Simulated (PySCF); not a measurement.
Fine-structure interval of Sc by level of theory

Sc [Ar] 3d1 4s2 [3d3/2^1, M_J = 3/2] → Sc [Ar] 3d1 4s2 [3d5/2^1, M_J = 5/2], as a difference of total energies. Computed with PySCF 2.14 in x2c-TZVPall-2c (6s7p4d1f, 54 functions), with the two-component X2C-1e Hamiltonian. Correlated levels: [Ne] frozen. "Screened" scales the spin-orbit matrix elements by Boettger's factors to mimic the two-electron term; Breit and QED terms are absent.

| method | fine-structure interval (cm⁻¹) | error (cm⁻¹) |
| --- | --- | --- |
| GHF (screened spin-orbit) | 216.08 | +47.7 |
| GMP2 (screened spin-orbit) | 113.60 | -54.7 |
| GHF (bare spin-orbit) | 412.81 | +244.5 |

Reference: 168.34 cm⁻¹ (measured; NIST Handbook of Basic Atomic Spectroscopic Data (Sansonetti and Martin, J. Phys. Chem. Ref. Data 34, 1559 (2005))).

Errors of the correlated levels include the incompleteness of this basis and the frozen core.

GHF and GMP2 differ strongly here because the two determinants are spin-polarised to different degrees; the interval is a small difference of such terms.
